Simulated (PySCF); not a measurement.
Species: C₄H₄FO₂ (doublet state).
Z-matrix (Å and degrees, GFN2-xTB geometry), rows numbered from 1:
```
C 
C   1  1.4729
O   2  1.3683  1  126.69
C   3  1.4070  2   63.52  1   123.12
F   4  1.3670  2  118.08  3   100.29
C   4  1.4898  2  124.11  3  -106.99
O   6  1.1951  4  124.44  2    29.98
H   1  1.0880  2  109.32  3    67.30
H   1  1.0873  2  109.81  3  -172.54
H   1  1.0964  2  110.79  3   -52.27
H   6  1.1051  4  112.01  2  -148.62
```

The hyperfine couplings belong to this conformer and change with its torsions.

Identity: `C[C]1O[C@]1(F)C=O` [radical].

Method used: UKS B3LYP, pcH-1 on C F H O, non-relativistic, mean-field spin-orbit, GIAO in PySCF 2.14.0. The structure is a single GFN2-xTB conformer in the gas phase; no vibrational or solvent corrections. A GFN2-xTB geometry isn't a minimum of the functional, and hyperfine couplings can be far from their values at a DFT geometry. The SCF solution wasn't tested for stability.

Principal values of hyperfine tensors in MHz (contact and dipolar terms together), for some of the nuclei:

```tsv
atom	isotope	A1	A2	A3
C2	13C	287.47	292.11	496.49
H10	1H	108.11	112.17	120.83
O3	17O	-101.47	0.63	5.95
F5	19F	-59.05	-42.13	29.53
H8	1H	9.60	11.04	28.07
H9	1H	2.77	4.51	21.57
C4	13C	-5.54	-2.21	1.98
H11	1H	-2.89	-2.69	2.08
```

Task: Split each tensor into its isotropic and traceless parts, and turn a_iso into mT with g = 2.0031.

Result: a_iso is a third of the trace, T = A − a_iso, and a(mT) = a(MHz)/(g × 13.996).

| atom | a_iso (MHz) | a_iso (mT) | T1 | T2 | T3 |
| --- | --- | --- | --- | --- | --- |
| C2 | 358.69 | 12.794 | -71.22 | -66.58 | 137.80 |
| H10 | 113.71 | 4.056 | -5.59 | -1.53 | 7.13 |
| O3 | -31.63 | -1.128 | -69.84 | 32.26 | 37.58 |
| F5 | -23.88 | -0.852 | -35.17 | -18.24 | 53.41 |
| H8 | 16.24 | 0.579 | -6.63 | -5.20 | 11.83 |
| H9 | 9.62 | 0.343 | -6.85 | -5.10 | 11.95 |
| C4 | -1.93 | -0.069 | -3.61 | -0.29 | 3.90 |
| H11 | -1.17 | -0.042 | -1.72 | -1.52 | 3.24 |

Task: What spin density at the nucleus of H10 lies behind its contact coupling (g_N = 5.58569)?

Result: a_FC = (2μ0/3) gₑ μB g_N μN ρ(0)/(2S·h) = 800.24 MHz × g_N × ρ(0)/(2S), with ρ in bohr⁻³. With a_FC = 113.71 MHz and 2S = 1, ρ(0) = 0.02544 bohr⁻³. In magnitude that is 8.0 % of the 1/π = 0.318 of a free hydrogen atom.

Task: C1 (13C, g_N = 1.40482) isn't in the table. Its spin density at the nucleus is 0.03126 bohr⁻³. What is its contact coupling?

Result: By the same relation, a_FC = 35.1 MHz. Its full tensor has the principal values 29.44, 30.00, 46.00 MHz.

Task: Which nucleus of the table has the largest anisotropic coupling, and what is its form?

Result: C2: -71.2, -66.6, 137.8 MHz, nearly axial, close to the ratio −1:−1:+2, the form that spin in one p orbital centred on that nucleus gives.

Task: In a single crystal, with the field along each principal axis of the tensor of H10 in turn, what first-order splitting does this nucleus give (isotropic g, quadrupole terms neglected)?

Result: 2 lines (I = 1/2), spaced by |A_i|/(g × 13.996): 3.86, 4.00, 4.31 mT along the axes of A1, A2 and A3.

Hardware: an Arm Neoverse V1 with one thread, no GPU, shared host with 64 logical CPUs at a one-minute load of 18. Cost: 32 s (with the writing of density and orbital grids), 0.81 GiB resident at most.
